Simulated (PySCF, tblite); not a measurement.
Isomers of C6H6OSi. Calculated harmonic vibrations of the isolated species, GFN2-xTB (tblite), most abundant isotopes, no scaling. This tight-binding method is rough: wavenumbers can miss measured ones by several per cent, in bad cases by 10 to 20. Modes of hydrogen on silicon can be 10 to 20 % off. One conformer each.

Electronic energies: PBE0/pcSseg-1 single points on the GFN2-xTB geometries (PySCF, gas phase).

```
                  SMILES  electronic energy, lowest = 0 (kcal/mol)
      O=CC#CC1=CC[SiH2]1                                      14.6
     CC#C[Si@@H]1C=CC1=O                                       0.0
        C[SiH2]C#CC#CC=O                                      18.6
C#C[C@H]1C(=C)[SiH2]C1=O                                      27.4
```

Task: How do GFN2-xTB zero-point energies change the relative energies?

Result: 
| SMILES | ZPE (kcal/mol) | of it from modes above 1550 cm⁻¹ | electronic (kcal/mol) | with ZPE, lowest = 0 (kcal/mol) | lowest mode (cm⁻¹) | rings |
| --- | --- | --- | --- | --- | --- | --- |
| CC#C[Si@@H]1C=CC1=O | 59.1 | 33.0 | 0.0 | 0.0 | 11i | 1 |
| O=CC#CC1=CC[SiH2]1 | 57.3 | 31.3 | 14.6 | 12.8 | 34 | 1 |
| C[SiH2]C#CC#CC=O | 56.0 | 32.2 | 18.6 | 15.5 | 8i | 0 |
| C#C[C@H]1C(=C)[SiH2]C1=O | 57.1 | 32.7 | 27.4 | 25.4 | 26 | 1 |

The zero-point energies span 3.1 kcal/mol, from `C[SiH2]C#CC#CC=O` to `CC#C[Si@@H]1C=CC1=O`. Slightly imaginary modes are left out of the zero-point energy: `CC#C[Si@@H]1C=CC1=O` 11.0i cm⁻¹ and `C[SiH2]C#CC#CC=O` 7.5i cm⁻¹. The order is unchanged.

Task: And how do the electronic energies of GFN2-xTB itself compare?

Result: `CC#C[Si@@H]1C=CC1=O` 4.7; `O=CC#CC1=CC[SiH2]1` 0.0; `C[SiH2]C#CC#CC=O` 8.5; `C#C[C@H]1C(=C)[SiH2]C1=O` 5.1 kcal/mol, lowest = 0. Against the energies above, taken from the same isomer `CC#C[Si@@H]1C=CC1=O`, the largest difference is 27.0 kcal/mol.
